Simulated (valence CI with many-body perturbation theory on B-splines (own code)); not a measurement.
# Nb10+: electric-dipole lines

Method: configuration interaction combined with many-body perturbation theory (CI+MBPT): three valence electrons over a frozen Dirac-Fock core [Ar] 3d10, a basis of 11 s, 11 p, 10 d, 8 f, 5 g, 2 h functions for each j, with the one-electron correlation potential Σ1, the two-electron term Σ2, the three-electron term Σ3, Breit, model QED; selected CI, second order for the rest, scaled by the run's own slope (own B-spline code, finite nucleus).

No measured spectrum was set against this ion. As an estimate, levels hold to about 250 cm⁻¹ or 0.2 % of their energy and the worst to 1 %, as in measured heavy ions of charge 2 to 7; those with d or f electrons hold less well.

Lines 101 to 150 of 554 in falling wavelength, among levels below 141.32 eV, chosen from the strongest by gf and those to the six lowest levels. Wavelengths and rates use the calculated energies, so an error of 900 cm⁻¹ moves a line at 504.2 Å by 0.45 % and its rate by three times that or more. Electric multipoles are in the length gauge, E1 and E2 with the static RPA response of the core. Weak lines are less certain than strong ones. Lines between different terms over intervals too small for the method are left out, as are lines whose strength nearly cancels. Where a level lies close to another of its J and parity, the split of strength between their lines is uncertain. The highest levels of a list are the least certain.

Names give the largest LS component (configuration and term), which can be under half, so a name can repeat, a term be missing and a line seem to break the LS rules; names also repeat where a configuration has a term twice. Letters in brackets count levels of one name in rising energy.

```csv
λ vac (Å),Upper,Lower,A (s⁻¹),log gf,Branch %
504.2,4s 4p 5d 4F°_9/2,4s 4p 4f 4G_11/2,4.55e+09,0.24,30.0
502.2,4s 4p 5d 4F°_7/2,4s 4p 4f 4G_9/2,3.35e+09,0.01,16.7
491.0,4p2 4d 2G_9/2,4s 4p 4d 2F°_7/2 [a],1.40e+09,-0.30,22.9
489.2,4p3 2P°_1/2,4s 4p2 2P_1/2,4.74e+09,-0.47,26.0
488.4,4p 4d2 2H°_9/2,4s 4p 4f 2G_9/2 [a],1.03e+09,-0.43,14.9
484.8,4p2 4d 2P_3/2 [c],4s 4p 4d 2D°_5/2 [b],1.93e+09,-0.57,3.1
482.8,4p2 4d 2F_7/2 [a],4s 4p 4d 4D°_5/2,1.26e+09,-0.45,18.0
479.5,4p3 2P°_3/2,4s 4p2 2P_3/2,4.71e+09,-0.19,25.9
478.9,4p 4d2 4G°_5/2,4s 4p 4f 4G_5/2 [b],1.79e+09,-0.43,22.6
478.5,4p2 4f 2G°_7/2,4s 4p 4f 2G_7/2 [a],1.83e+09,-0.30,9.5
475.5,4p2 4d 2D_5/2 [b],4s 4p 4d 2D°_3/2 [b],1.56e+09,-0.50,8.2
471.2,4p 4d2 4G°_7/2,4s 4p 4f 4G_7/2,1.94e+09,-0.29,25.6
471.1,4p 4d2 4G°_9/2,4s 4p 4f 4G_9/2,1.06e+09,-0.45,13.2
470.7,4p 4d2 4G°_5/2,4s 4p 4f 4F_3/2,1.60e+09,-0.50,20.2
467.4,4p2 4d 2F_5/2 [b],4s 4p 4d 2F°_5/2 [b],1.44e+09,-0.55,1.5
466.1,4p2 4d 4F_9/2,4s 4p 4d 4D°_7/2,1.56e+09,-0.29,16.0
466.0,4p2 4d 2F_5/2 [a],4s 4p 4d 4D°_3/2 [a],1.46e+09,-0.55,17.1
464.6,4p3 4S°_3/2 [a],4s 4p2 2D_3/2,1.29e+09,-0.78,6.3
463.7,4p 4d2 2H°_9/2,4s 4p 4f 4G_9/2,9.06e+08,-0.53,13.0
463.7,4p 4d2 4G°_11/2,4s 4p 4f 4G_11/2,1.85e+09,-0.14,20.3
457.0,4p2 4d 2P_3/2 [b],4s 4p 4d 2D°_5/2 [a],2.64e+09,-0.48,9.9
454.3,4p2 4d 2D_5/2 [c],4s 4p 4d 2D°_5/2 [b],2.95e+09,-0.26,3.5
451.8,4p2 4d 2F_7/2 [b],4s 4p 4d 2F°_7/2 [b],2.10e+09,-0.29,2.4
450.1,4s 4p2 2D_5/2,4s2 4p 2P°_3/2,2.69e+09,-0.31,100.0
448.1,4p3 2D°_5/2,4s 4p2 2D_5/2,4.78e+09,-0.06,63.4
446.5,4p 4d2 4G°_7/2,4s 4p 4f 4G_5/2 [a],1.80e+09,-0.37,23.8
442.0,4p3 4S°_3/2 [b],4s 4p2 2D_3/2,1.80e+09,-0.67,8.9
439.5,4s 4p 4f 2G_7/2 [b],4s2 4f 2F°_5/2,2.32e+09,-0.27,3.3
439.0,4p2 4d 4F_7/2,4s 4p 4d 4P°_5/2,2.74e+09,-0.20,26.0
438.2,4s 4p 4f 2G_7/2 [b],4s2 4f 2F°_7/2,2.36e+09,-0.26,3.3
438.0,4p3 2D°_5/2,4s 4p2 2D_3/2,8.03e+08,-0.86,10.7
436.5,4s 4p 4d 2F°_7/2 [a],4s2 4d 2D_5/2,2.60e+09,-0.23,11.1
434.0,4p2 4d 4D_7/2,4s 4p 4d 2D°_5/2 [a],1.59e+09,-0.45,13.9
433.5,4s 4p 4f 2F_5/2 [b],4s2 4f 2F°_5/2,3.63e+09,-0.21,6.6
433.1,4p 4d2 4G°_9/2,4s 4p 4f 4F_7/2,2.30e+09,-0.19,28.7
426.4,4s 4p 4f 2F_7/2 [b],4s2 4f 2F°_5/2,1.89e+09,-0.39,3.2
425.6,4p 4d2 4G°_11/2,4s 4p 4f 4F_9/2,3.70e+09,0.08,40.5
425.2,4p2 4d 4F_7/2,4s 4p 4d 4F°_9/2,3.90e+09,-0.07,36.9
425.2,4s 4p 4f 2F_7/2 [b],4s2 4f 2F°_7/2,2.19e+09,-0.32,3.8
424.4,4p2 4d 2P_1/2 [a],4s 4p 4d 2D°_3/2 [a],4.91e+09,-0.58,14.6
423.3,4p2 5s 2D_3/2,4s 4p 5s 2P°_3/2 [a],4.63e+09,-0.30,4.8
421.9,4p2 5s 2P_1/2,4s 4p 5s 2P°_3/2 [a],7.93e+09,-0.37,5.9
421.7,4p2 4d 2F_5/2 [a],4s 4p 4d 4F°_7/2,3.02e+09,-0.32,35.4
417.6,4p2 4d 4F_3/2,4s 4p 4d 4F°_5/2,3.94e+09,-0.39,30.8
416.2,4s 4p 4f 2G_9/2 [b],4s2 4f 2F°_7/2,5.77e+09,0.18,7.3
415.1,4s 4p2 2D_3/2,4s2 4p 2P°_1/2,4.42e+09,-0.34,99.9
414.5,4p2 4d 4F_9/2,4s 4p 4d 4F°_9/2,6.16e+09,0.20,63.4
413.4,4p2 5s 4P_3/2,4s 4p 5s 4P°_5/2,8.34e+09,-0.07,13.6
409.0,4p2 4d 4F_3/2,4s 4p 4d 4F°_3/2,4.74e+09,-0.32,37.1
408.5,4p2 4d 2F_7/2 [a],4s 4p 4d 4F°_7/2,2.32e+09,-0.33,33.1
```
